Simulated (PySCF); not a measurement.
CH5BrInN, SMILES [NH2][In]([Br])[CH3].

Coordinates come from a PBE-D3(BJ)/def2-SVP optimisation. The structure was generated by enumeration; whether it is a known compound was not checked. The def2 effective core potentials stand for the cores of In; spin–orbit coupling is left out. One conformer was computed; it need not be the lowest.

Calculation: PySCF with PBE-D3(BJ)/def2-SVP.

Frequencies are harmonic and unscaled.

| mode | ν (cm⁻¹) | IR (km/mol) | moving atoms (share of kinetic energy) |
|---|---|---|---|
| 1 | 29 | 0.1 | H 99 % |
| 2 | 86 | 1.4 | C 43 %, H 21 %, In 16 %, Br 15 % |
| 3 | 106 | 4.4 | N 54 %, H 22 %, C 9 %, In 9 % |
| 4 | 110 | 2.0 | In 31 %, N 25 %, C 22 %, H 19 % |
| 5 | 230 | 16.2 | Br 59 %, In 35 % |
| 6 | 275 | 35.2 | H 92 % |
| 7 | 394 | 135.9 | H 65 %, N 31 % |
| 8 | 487 | 21.0 | C 68 %, H 21 %, In 9 % |
| 9 | 588 | 29.7 | N 59 %, H 26 %, In 13 % |
| 10 | 696 | 22.4 | H 85 %, C 13 % |
| 11 | 705 | 17.0 | H 86 %, C 13 % |
| 12 | 757 | 74.9 | H 87 %, N 8 % |
| 13 | 1131 | 1.4 | H 83 %, C 17 % |
| 14 | 1377 | 3.3 | H 95 % |
| 15 | 1379 | 1.2 | H 95 % |
| 16 | 1464 | 8.6 | H 91 %, N 9 % |
| 17 | 2996 | 2.2 | H 98 % |
| 18 | 3114 | 0.3 | H 90 %, C 10 % |
| 19 | 3120 | 0.9 | H 90 %, C 10 % |
| 20 | 3442 | 12.3 | H 96 % |
| 21 | 3552 | 13.9 | H 91 %, N 9 % |
